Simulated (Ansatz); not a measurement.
Computed with Ansatz (a quantum-chemistry and plane-wave program) with frozen-core CCSD(T)/def2-TZVPP // PBE-D3(BJ)/def2-SVP.

Ansatz 0.2 input:
```yaml
crystal:
  periodic: [false, false, false]
  atoms:
    - { symbol: Zr, position_ang: [0.000013, -0.000026, -0.000006] }
    - { symbol: C, position_ang: [-1.733957, 1.245765, 0.613224] }
    - { symbol: H, position_ang: [-1.407049, 2.25389, 0.956357] }
    - { symbol: H, position_ang: [-2.296468, 0.771595, 1.449628] }
    - { symbol: H, position_ang: [-2.445936, 1.392018, -0.230949] }
    - { symbol: C, position_ang: [0.090727, -1.819491, 1.271026] }
    - { symbol: H, position_ang: [-0.722245, -1.822753, 2.032113] }
    - { symbol: H, position_ang: [1.060881, -1.885117, 1.814419] }
    - { symbol: H, position_ang: [-0.016218, -2.744717, 0.660361] }
    - { symbol: C, position_ang: [-0.230646, -0.594111, -2.128036] }
    - { symbol: H, position_ang: [-1.174375, -0.191119, -2.560689] }
    - { symbol: H, position_ang: [-0.255995, -1.701992, -2.238543] }
    - { symbol: H, position_ang: [0.612858, -0.213453, -2.747428] }
    - { symbol: C, position_ang: [1.873761, 1.167886, 0.243658] }
    - { symbol: H, position_ang: [1.662929, 2.198521, 0.609287] }
    - { symbol: H, position_ang: [2.422587, 1.258758, -0.721071] }
    - { symbol: H, position_ang: [2.55913, 0.684343, 0.97665] }
basis:
  gaussian: { orbitals: def2-TZVPP }
correlation:
  method: ccsd_t
```

Output:

```
Functional definition: HF
2010 factors; integrals over basis functions are off by at most 1.3e-3 eV
mean field evaluation 1: about -5571.5967 eV, gradient 5.4e1 eV
mean field evaluation 2: about -5571.7154 eV, gradient 5.4e1 eV
mean field evaluation 4: about -5579.0230 eV, gradient 4.1e0 eV
mean field evaluation 8: about -5579.1258 eV, gradient 3.2e-1 eV
mean field evaluation 16: about -5577.2923 eV, gradient 2.6e1 eV
mean field -5579.12651359 eV, -205.0291177067 hartree, gradient 5.5e-6 eV, S^2 0.000000; 0 other end points of the search recorded, 0 dependent functions left out
4 core orbitals not correlated
reference -5579.12651359 eV, -205.0291177067 hartree; 20, 20 occupied and 324, 324 virtual orbitals, 2010 factors
second order -29.58559392 eV of doubles, -0.00000000 eV of singles
cycle   1  -30.32966735 eV  change   -7.4e-1 eV  update   1.3e-1
cycle   2  -30.99640963 eV  change   -6.7e-1 eV  update   4.0e-2
cycle   3  -31.19548705 eV  change   -2.0e-1 eV  update   2.4e-2
cycle   4  -31.18793646 eV  change    7.6e-3 eV  update   6.7e-3
cycle   5  -31.18366928 eV  change    4.3e-3 eV  update   3.0e-3
cycle   6  -31.18396135 eV  change   -2.9e-4 eV  update   8.7e-4
cycle   7  -31.18380385 eV  change    1.6e-4 eV  update   3.0e-4
cycle   8  -31.18385854 eV  change   -5.5e-5 eV  update   9.8e-5
cycle   9  -31.18391904 eV  change   -6.0e-5 eV  update   3.3e-5
cycle  10  -31.18391134 eV  change    7.7e-6 eV  update   1.2e-5
perturbative correction -1.30137611 eV, -0.0478246901 hartree
Total energy: -5611.61180105 eV, -206.2229300014 hartree
```

Cost: very roughly 60 core-minutes.
